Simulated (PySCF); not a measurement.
**Correlation energy of Fe (iron, neutral)**

[Ar] 3d6 4s2, high-spin 5D determinant. All numbers are calculated (PySCF 2.14, scalar relativity by spin-free X2C-1e, in cc-pVTZ-DK (7s6p4d2f1g, 68 functions)). Frozen: [Ar]; 8 electrons correlated.

MP2 pair energies summed by pair of shells (mhartree):

```
 pair   energy  share (%)
3d-3d  -128.36       70.4
3d-4s   -32.51       17.8
4s-4s   -21.49       11.8
```

Total MP2 correlation energy: -182.37 mhartree.

Same-spin part -87.91 and opposite-spin part -94.46 mhartree; SCS-MP2 scales them by 1/3 and 6/5 to -142.66 mhartree.
